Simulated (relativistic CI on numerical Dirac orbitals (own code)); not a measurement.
**Line list: Electric-dipole lines, Zn12+**

Computed by Dirac-Coulomb-Breit CI, orbitals from a KLI potential per configuration, model QED (radiative potential, 1s self-energy scaled to tabulated hydrogen-like ionisation energies), unscaled Slater integrals (own radial code, finite nucleus).

Configurations in the expansion (outside the closed core [Ne]): 3s2 3p6, 3s2 3p5 3d, 3s 3p6 3d, 3s2 3p5 4s, 3s2 3p5 4p, 3s2 3p5 4d, 3s 3p6 4s, 3s2 3p5 4f, 3s 3p6 4p, 3p6 3d2, 3p5 3d3, 3p5 3d2 4s, 3p5 3d2 4p, 3p5 3d2 4d. Double excitations out of closed p, d and f shells are left out; levels of such configurations are missing from the list, as are those of other unlisted configurations, and high levels can miss mixing partners. These lack a partner that the ground configuration has and come out too high: 3s2 3p5 4f.

| λ vac (nm) | Lower | Upper | A (s⁻¹) | log gf | S velocity/length |
| --- | --- | --- | --- | --- | --- |
| 5.0209 | 3s2 3p6 1S_0 [1] | 3s2 3p5 4d 1P°_1 [38] | 7.72e+11 | -0.06 | 0.95 |
| 6.1735 | 3s2 3p5 3d 3P°_0 [2] | 3s2 3p5 4f 3D_1 [52] | 4.25e+11 | -0.14 | 0.88 |
| 6.1808 | 3s2 3p5 3d 3P°_1 [3] | 3s2 3p5 4f 3D_2 [54] | 5.26e+11 | 0.18 | 0.88 |
| 6.1943 | 3s2 3p5 3d 3P°_1 [3] | 3s2 3p5 4f 3D_1 [52] | 3.65e+11 | -0.20 | 0.87 |
| 6.2033 | 3s2 3p5 3d 3P°_2 [4] | 3s2 3p5 4f 3D_3 [57] | 6.43e+11 | 0.41 | 0.89 |
| 6.2248 | 3s2 3p5 3d 3P°_2 [4] | 3s2 3p5 4f 3D_2 [54] | 2.45e+11 | -0.15 | 0.87 |
| 6.2667 | 3s2 3p5 3d 3F°_4 [5] | 3s2 3p5 4f 3G_5 [55] | 8.25e+11 | 0.73 | 0.94 |
| 6.2720 | 3s2 3p5 3d 3D°_1 [10] | 3s2 3p5 4f 1D_2 [65] | 2.65e+11 | -0.11 | 0.92 |
| 6.2729 | 3s2 3p5 3d 3F°_3 [6] | 3s2 3p5 4f 3G_4 [56] | 6.87e+11 | 0.56 | 0.95 |
| 6.2804 | 3s2 3p5 3d 3F°_2 [7] | 3s2 3p5 4f 3G_3 [59] | 5.91e+11 | 0.39 | 0.95 |
| 6.3053 | 3s2 3p5 3d 1D°_2 [9] | 3s2 3p5 4f 3G_3 [62] | 6.49e+11 | 0.43 | 0.95 |
| 6.3407 | 3s2 3p5 3d 3D°_2 [11] | 3s2 3p5 4f 3F_3 [64] | 7.04e+11 | 0.47 | 0.93 |
| 6.3576 | 3s2 3p5 3d 1F°_3 [12] | 3s2 3p5 4f 3F_4 [63] | 7.30e+11 | 0.60 | 0.96 |
| 6.3807 | 3s2 3p5 3d 3D°_3 [8] | 3s2 3p5 4f 3F_4 [60] | 6.91e+11 | 0.58 | 0.96 |
| 6.3938 | 3s2 3p5 3d 3D°_1 [10] | 3s2 3p5 4f 3F_2 [61] | 3.85e+11 | 0.07 | 0.96 |
| 6.4196 | 3s2 3p5 3d 3D°_3 [8] | 3s2 3p5 4f 3D_3 [57] | 1.60e+11 | -0.16 | 0.87 |
| 7.0811 | 3s2 3p5 3d 1P°_1 [13] | 3s2 3p5 4f 1D_2 [65] | 3.05e+11 | 0.06 | 1.14 |
| 12.544 | 3p6 3d2 3F_2 [44] | 3p5 3d3 3D°_1 [173] | 3.27e+11 | 0.36 | 0.59 |
| 12.580 | 3p6 3d2 3F_3 [45] | 3p5 3d3 3D°_2 [175] | 3.52e+11 | 0.62 | 0.59 |
| 12.651 | 3p6 3d2 3F_4 [46] | 3p5 3d3 3D°_3 [174] | 3.67e+11 | 0.79 | 0.59 |
| 12.659 | 3s2 3p6 1S_0 [1] | 3s2 3p5 3d 1P°_1 [13] | 4.30e+11 | 0.49 | 0.59 |
| 12.859 | 3p6 3d2 1G_4 [58] | 3p5 3d3 1F°_3 [178] | 4.07e+11 | 0.85 | 0.61 |
| 13.008 | 3p6 3d2 1G_4 [58] | 3p5 3d3 1G°_4 [177] | 4.56e+11 | 1.02 | 0.62 |
| 13.362 | 3p6 3d2 3F_4 [46] | 3p5 3d3 3F°_4 [171] | 3.26e+11 | 0.90 | 0.66 |
| 13.367 | 3p6 3d2 3F_3 [45] | 3p5 3d3 3F°_3 [170] | 2.61e+11 | 0.69 | 0.66 |
| 13.386 | 3p6 3d2 3F_2 [44] | 3p5 3d3 3F°_2 [169] | 2.34e+11 | 0.50 | 0.65 |
| 15.018 | 3p6 3d2 3F_4 [46] | 3p5 3d3 3G°_5 [155] | 1.11e+11 | 0.61 | 0.82 |
| 15.046 | 3p6 3d2 3F_3 [45] | 3p5 3d3 3G°_4 [153] | 9.90e+10 | 0.48 | 0.81 |
| 15.198 | 3p6 3d2 1G_4 [58] | 3p5 3d3 1H°_5 [160] | 8.26e+10 | 0.50 | 0.84 |
| 20.067 | 3s2 3p5 3d 3P°_2 [4] | 3s 3p6 3d 3D_3 [16] | 1.31e+10 | -0.26 | 0.41 |
| 20.356 | 3s2 3p5 4p 3D_3 [24] | 3s 3p6 4p 3P°_2 [69] | 5.14e+10 | 0.20 | 0.48 |
| 20.543 | 3s2 3p5 3d 3F°_4 [5] | 3s 3p6 3d 3D_3 [16] | 3.69e+10 | 0.21 | 0.68 |
| 20.907 | 3s2 3p5 3d 3F°_3 [6] | 3s 3p6 3d 3D_2 [15] | 3.55e+10 | 0.07 | 0.67 |
| 21.423 | 3s2 3p5 3d 3F°_2 [7] | 3s 3p6 3d 3D_1 [14] | 3.67e+10 | -0.12 | 0.67 |
| 45.289 | 3s2 3p5 4p 3D_1 [28] | 3s2 3p5 4d 3F°_2 [40] | 1.26e+10 | 0.29 | 0.92 |
| 45.758 | 3s2 3p5 4p 3D_2 [23] | 3s2 3p5 4d 3F°_3 [36] | 1.24e+10 | 0.43 | 0.93 |
| 47.135 | 3s2 3p5 4p 3D_3 [24] | 3s2 3p5 4d 3F°_4 [35] | 1.33e+10 | 0.60 | 0.91 |
| 47.210 | 3s2 3p5 4p 3D_2 [29] | 3s2 3p5 4d 3D°_3 [42] | 1.30e+10 | 0.48 | 0.93 |
| 47.390 | 3s2 3p5 4p 3P_1 [30] | 3s2 3p5 4d 3D°_2 [41] | 1.04e+10 | 0.24 | 0.89 |
| 47.485 | 3s2 3p5 4p 3P_2 [26] | 3s2 3p5 4d 3D°_3 [39] | 9.95e+09 | 0.37 | 0.94 |
| 58.997 | 3s2 3p5 4d 3D°_3 [39] | 3s2 3p5 4f 3F_4 [60] | 5.50e+09 | 0.41 | 1.01 |
| 59.000 | 3s2 3p5 4d 3D°_3 [42] | 3s2 3p5 4f 3F_4 [63] | 6.19e+09 | 0.46 | 1.02 |
| 59.325 | 3s2 3p5 4d 3F°_3 [36] | 3s2 3p5 4f 3G_4 [56] | 5.67e+09 | 0.43 | 1.06 |
| 60.263 | 3s2 3p5 4d 3F°_4 [35] | 3s2 3p5 4f 3G_5 [55] | 5.88e+09 | 0.55 | 1.08 |
| 67.962 | 3s2 3p5 4s 3P°_2 [18] | 3s2 3p5 4p 3D_3 [24] | 3.34e+09 | 0.21 | 1.11 |

Terms are leading LS components. Brackets give the number of a level in order of energy, since labels repeat. The list gives strong lines, with weight on those to low levels, among the lowest 180 of 912 levels, so that lines to higher ones, which can be the strongest, are missing. Levels whose partners in the same complex of configurations lie outside the list can be far off, and so can their lines. Rates are taken at the computed energies, electric ones in the length gauge. A velocity-to-length ratio far from 1 marks an uncertain rate.

At this charge energies of transitions that change n are usually good to better than 1 %, and those within a shell (Δn = 0) to a few per cent.

LS names give the leading component of a level, which can be under half, so a name can repeat, a term be missing and a line seem to break the LS rules.
